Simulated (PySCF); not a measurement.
C$_{2}$H$_{5}$O (SMILES [CH2]OC), doublet, at a GFN2-xTB geometry. Base run: M062X/6-31G (PySCF).

Here is a job for PySCF.
```python
from pyscf import gto, scf, dft

mol = gto.Mole()
mol.atom = '''
    C     0.03125258    1.18191608   -0.33854728
    O     0.24457802    0.10933479    0.47247031
    C    -0.15594763   -1.13288175   -0.04057529
    H     0.25141382    2.12178844    0.12572380
    H    -0.68830879    1.10700708   -1.13482660
    H     0.02617298   -1.87049463    0.73935228
    H    -1.22049242   -1.13034851   -0.30195112
    H     0.42276052   -1.39683663   -0.93332548
'''
mol.basis = '6-31g'
mol.spin = 1
mol.verbose = 4
mol.build()

mf = dft.UKS(mol)
mf.xc = 'm062x'
mf.kernel()
mf.analyze()
```

Variants of this job, named by their change:

```json
[
 {"change": "base", "ΔE vs base (mEh)": "0.000", "fitting functions": "-", "dipole (D)": "1.71"},
 {"change": "auxbasis = default (with mf = mf.density_fit())", "ΔE vs base (mEh)": "0.027", "fitting functions": "325", "dipole (D)": "1.71"},
 {"change": "auxbasis = def2-universal-jfit", "ΔE vs base (mEh)": "0.527", "fitting functions": "202", "dipole (D)": "1.71"},
 {"change": "only_dfj = on; auxbasis = def2-universal-jfit", "ΔE vs base (mEh)": "-0.133", "fitting functions": "202", "dipole (D)": "1.71"},
 {"change": "auxbasis = autoaux", "ΔE vs base (mEh)": "-1.427", "fitting functions": "289", "dipole (D)": "1.72"},
 {"change": "auxbasis = cc-pvtz-jkfit", "ΔE vs base (mEh)": "-0.005", "fitting functions": "387", "dipole (D)": "1.71"},
 {"change": "auxbasis = even-tempered beta=3.0", "ΔE vs base (mEh)": "-2.879", "fitting functions": "176", "dipole (D)": "1.72"},
 {"change": "auxbasis = def2-tzvp-ri", "ΔE vs base (mEh)": "-0.054", "fitting functions": "303", "dipole (D)": "1.71"},
 {"change": "auxbasis = def2-svp-ri", "ΔE vs base (mEh)": "-5.736", "fitting functions": "214", "dipole (D)": "1.71"},
 {"change": "auxbasis = even-tempered beta=1.6", "ΔE vs base (mEh)": "-1.289", "fitting functions": "389", "dipole (D)": "1.72"}
]
```

A fitting set is made for a task (jfit for Coulomb, jkfit for Coulomb and exchange, ri for correlation) and for a family of orbital bases.

Open shells are given as the SCF converged; they aren't shown to be the lowest states, and a large step between rows can be another state.
